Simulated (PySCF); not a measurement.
Isomers of C7H9N, from PBE0-D3(BJ)/def2-SVP geometry optimisation, gas phase in PySCF. One conformer each, no zero-point energy, no frequencies.

Question: Which isomer lies lowest at this level?
A. `[NH2:1][CH2:2][C:3]1=[CH:4][C@@H:5]2[C@@H:6]3[C@H:7]1[C@H:8]23` with H–N1–C2–C3 -53° and 63°, N1–C2–C3–C4 116°: A = 5112, B = 1540, C = 1372 MHz, dipole 2.01 D
B. `[H]/[N:8]=[C:6](/[C@@H:3]([C:2]#[CH:1])[CH:4]=[CH2:5])[CH3:7]` with C2–C3–C4–C5 5°, C2–C3–C6–C7 -48°: A = 2534, B = 1718, C = 1326 MHz, dipole 2.05 D
C. `Cc1c(cccc1)N`: A = 3249, B = 2191, C = 1321 MHz, dipole 1.97 D
D. `[H]/[N:1]=[CH:2]\[CH:3]1[CH:4]=[CH:5][CH2:6][CH:7]=[CH:8]1` with N1–C2–C3–C4 -13°: A = 3672, B = 1735, C = 1418 MHz, dipole 2.63 D
E. `[CH2:1]=[CH:2]/[C:3]([CH3:4])=[CH:5]/[CH2:6][C:7]#[N:8]` with C1–C2–C3–C4 0°, C3–C5–C6–C7 -70°: A = 4690, B = 1037, C = 956.9 MHz, dipole 3.66 D

Answer: C. That is `CC1=CC=CC=C1N`, 45.0 kcal/mol below the next.

```csv
SMILES,mapped SMILES,E (Eh),relative (kcal/mol),relative (kJ/mol),dipole (D)
Cc1ccccc1N,[CH3:1][c:2]1[cH:3][cH:4][cH:5][cH:6][c:7]1[NH2:8],-326.31775,0.0,0.0,1.97
[H]/N=C\C1C=CCC=C1,[H]/[N:1]=[CH:2]\[CH:3]1[CH:4]=[CH:5][CH2:6][CH:7]=[CH:8]1,-326.24604,45.0,188.3,2.63
C=C/C(C)=C/CC#N,[CH2:1]=[CH:2]/[C:3]([CH3:4])=[CH:5]/[CH2:6][C:7]#[N:8],-326.23773,50.2,210.1,3.66
NCC1=C[C@@H]2[C@@H]3[C@H]1[C@H]23,[NH2:1][CH2:2][C:3]1=[CH:4][C@@H:5]2[C@@H:6]3[C@H:7]1[C@H:8]23,-326.19159,79.2,331.2,2.01
[H]/N=C(\C)[C@@H](C#C)C=C,[H]/[N:8]=[C:6](/[C@@H:3]([C:2]#[CH:1])[CH:4]=[CH2:5])[CH3:7],-326.18142,85.6,357.9,2.05
```

As drawn, the lowest has an aromatic ring, which the highest lacks; the highest has a C≡C bond, a C=N bond and a C=C bond outside aromatic rings, which the lowest lacks.
